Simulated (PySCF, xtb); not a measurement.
C₄H₁₂Si₂, SMILES CC[SiH2]/C=C/[SiH3]. The values are those of a single conformer.

Harmonic wavenumbers (cm⁻¹) from GFN2-xTB (xtb) at its own minimum, in rising order: 18, 50, 70, 91, 168, 187, 230, 274, 300, 475, 509, 529, 576, 652, 677, 712, 741, 759, 775, 786, 793, 803, 808, 980, 1021, 1031, 1078, 1188, 1244, 1290, 1308, 1418, 1487, 1512, 1515, 1629, 2203, 2218, 2232, 2245, 2257, 2964, 2979, 3005, 3006, 3008, 3024, 3031.

### Question
What does PBE-D3(BJ)/def2-SVP run with PySCF give at its own minimum? (An estimate is asked for; the answer gives what the named calculation found.)

### Answer
40, 66, 88, 130, 159, 187, 219, 262, 299, 504, 548, 579, 618, 658, 720, 724, 762, 794, 817, 886, 900, 902, 916, 951, 956, 1007, 1029, 1142, 1203, 1206, 1254, 1345, 1381, 1425, 1428, 1585, 2134, 2150, 2151, 2152, 2168, 2964, 2970, 3020, 3029, 3037, 3046, 3052. Paired by order, the mean absolute difference is 45 cm⁻¹ and the zero-point energies are 85.6 and 85.2 kcal/mol.
